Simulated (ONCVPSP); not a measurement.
## F, ONCV: configuration errors across variants

- Element: F (Z = 9)
- Generator: ONCVPSP 4.0.1
- Type: optimised norm-conserving Vanderbilt (ONCV)
- Functional: PBE
- Relativity: scalar-relativistic
- Frozen core: [He]
- Valence charge: 7
- Reference configuration: 2s2 2p5
- Partial waves: 2s: rc 0.85 bohr, ncon 4, nbas 7, qcut 6.2 1/bohr, local; 2p: rc 1.60 bohr, ncon 3, nbas 8, qcut 7 1/bohr, 1 projector; d scattering state at 0.1 Ha: rc 1.55 bohr, ncon 5, nbas 9, qcut 5.4 1/bohr, 1 projector
- Local potential: the s channel
- Core correction: Teter function, fcfact 4.25, rcfact 1.65

All-electron excitation energies from the reference (eV): (1) 2s2 2p4 19.390; (2) 2s2 2p3 57.775; (3) 2s2 2p2 118.412; (4) 2s1 2p5 38.492.

Errors AE − PS in meV (a dash: test not solved or not reliable):

```tsv
change	(1)	(2)	(3)	(4)	bound ghosts	GHOST(+) flags above zero
base	+77	+669	+2588	-236	none	none
all radii but the core radius scaled by about 1.12 (s 0.96, p 1.80, d 1.74 bohr)	+116	+928	+3429	-316	none	d
s: nproj 1; local potential polynomial inside 0.80 bohr (lpopt 5, dvloc0 6 Ha)	+73	+645	+2520	-241	none	none
s: qcut 7.7	+76	+661	+2563	-232	none	none
core correction Teter function, fcfact 3.75, rcfact 1.5	+76	+667	+2580	-234	none	none
s: rc 1.26	+98	+778	+2884	-272	none	none
s: nbas 8	+78	+675	+2610	-239	none	none
core correction Teter function, fcfact 4.25, rcfact 0.94	+76	+661	+2561	-227	none	none
p: ncon 4, nbas 9	+67	+585	+2288	-206	none	none
```

(1) Give the same row for: p: rc 1.94.

## Answers

(1) +141, +1097, +3973, -354; bound ghosts: none; GHOST(+) flags above zero: none.
